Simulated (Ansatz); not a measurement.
```xyz
8

C     0.0034    0.0054   -0.7518
C    -0.0056   -0.0081    0.7579
H     0.0036   -1.0191   -1.1572
H    -0.8846    0.5109   -1.1748
H     0.8803    0.5061   -1.1603
H     0.0047    1.0326    1.1636
H    -0.8949   -0.5155    1.1605
H     0.8841   -0.5024    1.1656
```

Basis set: 6-31G* (spherical functions). Frozen core: 2 orbitals. Charge 0, multiplicity 1.

Computed with Ansatz (development build ahead of 0.2.0); each method stands on the lowest determinant of its kind that the runs found. Restricted open shells among the atoms or ions are ROHF, correlated in semicanonical orbitals with singles.

The atomization energy at this shape (free ground-state atoms in the same class of orbitals less the molecule, no zero-point energy) of singlet C₂H₆:

```
 method  atomization energy
RHF-MP2       2729.3 kJ/mol
```

Task: What does RHF give?

Result: 2319.7 kJ/mol.
